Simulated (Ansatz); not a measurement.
`[OH][Ge]([OH])([F])[Cl]` → Cl• + F• + Ge• + 2 H• + 2 O•  (atomization)

Computed with Ansatz on PBE0-D4/def2-TZVP structures; ΔE is electronic, products minus reactants. CCSD(T)/CBS is the MP2 limit (def2-TZVPP, def2-QZVPP) plus CCSD(T) − MP2 in def2-TZVPP, frozen cores. This one scheme is used for every species, atoms too. Open shells (•) are unrestricted, without spin–orbit coupling. Spin–orbit coupling would lower the free atoms: a little for Cl, F, O; clearly for Ge. For Ge outer-core shells are correlated without core-valence functions, so the limit isn't a true one: a few kJ/mol of doubt a bond, and 10 to 20 or more in all where bonds break to atoms. Scalar relativity is left out up to krypton. Each species was taken in one conformer, which may not be the lowest.

`[OH][Ge]([OH])([F])[Cl]`:

Z-matrix (Å, degrees):
```
Ge
O 1 1.747
F 1 1.721 2 107.5
O 1 1.738 2 108.7 3 120.4
Cl 1 2.108 2 114.4 3 -117.7
H 2 0.961 1 113.3 3 42.1
H 4 0.962 1 112.0 2 -30.6
```

```json
{"species": "`[OH][Ge]([OH])([F])[Cl]`", "CCSD(T)/def2-TZVPP energy (Eh)": "-2786.69812"}
{"species": "Cl•", "CCSD(T)/def2-TZVPP energy (Eh)": "-459.66464"}
{"species": "F•", "CCSD(T)/def2-TZVPP energy (Eh)": "-99.62506"}
{"species": "Ge•", "CCSD(T)/def2-TZVPP energy (Eh)": "-2075.51616"}
{"species": "H•", "CCSD(T)/def2-TZVPP energy (Eh)": "-0.49981"}
{"species": "O•", "CCSD(T)/def2-TZVPP energy (Eh)": "-74.97674"}
```

Work out ΔE.

ΔE = 2 × (-0.49981) + 2 × (-74.97674) + (-459.66464) + (-99.62506) + (-2075.51616) − (-2786.69812) = 0.93916 Eh = +589.3 kcal/mol. CCSD(T)/CBS gives +607.3 kcal/mol.

Largest T1 diagnostic among the species: 0.011.

The D4 term adds +6.2 kcal/mol with B3LYP and +3.2 kcal/mol with PBE0; it sums over pairs of atoms, weighted by their polarisabilities, and B3LYP, whose exchange is more repulsive, gets the larger term. From PBE to PBE0 (25 % exact exchange), in def2-TZVPP and without D4, ΔE moves by −20.4 kcal/mol: exact exchange takes away binding that semilocal exchange gives to molecules. In def2-TZVPP, CCSD(T) changes the Hartree–Fock value by +187.5 kcal/mol (the triples alone add +13.4 kcal/mol) and MP2 by +214.6 kcal/mol; breaking electron pairs costs correlation energy, which Hartree–Fock lacks.

B3LYP here is the variant with VWN-RPA as its local correlation; programs differ in this.

For atomizations the MP2-based limit and the directly extrapolated one differ by several kJ/mol either way, and by 10 to 25 for some Ge, Se and Sn compounds, so smaller differences from it don't rank the levels.
